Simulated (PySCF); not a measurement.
Species: C7H10OSi.
Bonds: Si1–O2, O2–C3, C3–C4, C4–C5 (aromatic), C5–C6 (aromatic), C6–C7 (aromatic), C7–C8 (aromatic), C8–C9 (aromatic), C4–C9 (aromatic). Hydrogens: H10, H11, H12 on Si1; H13, H14 on C3; H15 on C5; H16 on C6; H17 on C7; H18 on C8; H19 on C9.

Torsions of this conformer, `[SiH3:1][O:2][CH2:3][c:4]1[cH:5][cH:6][cH:7][cH:8][cH:9]1`: Si1–O2–C3–C4 -65°, O2–C3–C4–C5 -44°.

The closed-shell ground state was solved at several levels (PySCF, density fitting, gas phase, non-relativistic). Isolated species at its PBE0-D3(BJ)/def2-SVP geometry (one conformer only).

| level | basis functions | HOMO (eV) | LUMO (eV) | gap (eV) | dipole (D) |
| --- | --- | --- | --- | --- | --- |
| HF/pcSseg-1 | 210 | -9.15 | 3.13 | 12.28 | 1.30 |
| wB97X-D/def2-SVPD | 267 | -9.01 | 1.16 | 10.17 | 1.14 |

Q: Estimate the row for PBE0/pcSseg-1, a basis of 210 functions; the other rows only guide the guess.

A: HOMO -7.25 eV, LUMO -0.49 eV, gap 6.76 eV, dipole 1.15 D.

Q: Over all these levels, which gives the widest orbital gap and which the narrowest?

A: HF/pcSseg-1 (Hartree–Fock, all exact exchange) has the widest, 12.28 eV, and PBE0/pcSseg-1 (global hybrid, 25 % exact exchange) the narrowest, 6.76 eV. The two share the basis. From the narrowest to the widest the HOMO moves by -1.90 eV and the LUMO by +3.62 eV. The HOMO need not be the same orbital at Hartree–Fock and at DFT levels.

Q: How far do the dipole and the HOMO energy spread over the levels?

A: The dipole runs from 1.14 to 1.30 D (mean 1.19 D) and the HOMO from -9.15 to -7.25 eV.
